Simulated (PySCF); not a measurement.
Species: `FCO[C@H]1C=CC1(F)F`. The columns A, B, C and D hold Mulliken, IAO, Hirshfeld and ESP-fitted charges (e) of one PBE0/pcSseg-1 density (PySCF), in a shuffled order. Coordinates in Å (GFN2-xTB); the density's dipole moment is (-1.22, -0.94, 0.93) D.

| atom | x | y | z | A | B | C | D |
| --- | --- | --- | --- | --- | --- | --- | --- |
| F1 | 2.794 | -0.232 | -0.618 | -0.227 | -0.336 | -0.130 | -0.342 |
| C2 | 2.050 | 0.539 | 0.245 | +0.142 | +0.219 | +0.089 | +0.372 |
| O3 | 1.018 | -0.192 | 0.781 | -0.334 | -0.370 | -0.141 | -0.479 |
| C4 | 0.002 | -0.532 | -0.128 | +0.210 | +0.042 | +0.023 | +0.066 |
| C5 | -1.164 | -1.269 | 0.489 | -0.268 | -0.111 | -0.018 | -0.054 |
| C6 | -2.071 | -0.340 | 0.196 | -0.268 | -0.176 | -0.051 | -0.066 |
| C7 | -1.061 | 0.581 | -0.434 | +0.497 | +0.543 | +0.170 | +0.515 |
| F8 | -0.846 | 1.765 | 0.186 | -0.217 | -0.291 | -0.103 | -0.290 |
| F9 | -1.235 | 0.882 | -1.746 | -0.246 | -0.297 | -0.113 | -0.291 |
| H10 | 2.706 | 0.830 | 1.070 | +0.128 | +0.161 | +0.057 | +0.117 |
| H11 | 1.716 | 1.412 | -0.336 | +0.078 | +0.131 | +0.040 | +0.101 |
| H12 | 0.413 | -0.988 | -1.037 | +0.078 | +0.146 | +0.039 | +0.147 |
| H13 | -1.192 | -2.218 | 0.987 | +0.221 | +0.170 | +0.071 | +0.103 |
| H14 | -3.130 | -0.237 | 0.321 | +0.207 | +0.168 | +0.067 | +0.102 |

Problem. Which column most likely holds the ESP-fitted charges?

Solution. A. Σ q r misses the density's dipole by 0.01 D (A), 0.29 D (D), 0.31 D (C), 0.74 D (B). Charges fitted to the outside potential are the only set here that is tied to the molecule's multipoles.

Problem. And the Hirshfeld charges?

Solution. C. The mean sizes are 0.079 e (C), 0.217 e (D), 0.223 e (A), 0.226 e (B), and Hirshfeld charges are commonly the smallest of these schemes.

As computed, A = ESP-fitted, B = IAO, C = Hirshfeld, D = Mulliken. Hydrogens on carbon: ESP-fitted +0.08 to +0.22, IAO +0.13 to +0.17, Hirshfeld +0.04 to +0.07, Mulliken +0.10 to +0.15 e.

The ESP scheme fits charges at the nuclei, held to the total charge, to the electrostatic potential on points at 1.4 to 2.0 times the van der Waals radii. The Hirshfeld scheme weights the molecular density at each point by an atom's share of the summed free-atom densities.

The structure is a single GFN2-xTB conformer in the gas phase; no vibrational or solvent corrections.

The values belong to the conformer `[F:1][CH2:2][O:3][C@H:4]1[CH:5]=[CH:6][C:7]1([F:8])[F:9]`: F1–C2–O3–C4 -69°, C2–O3–C4–C5 -177°.
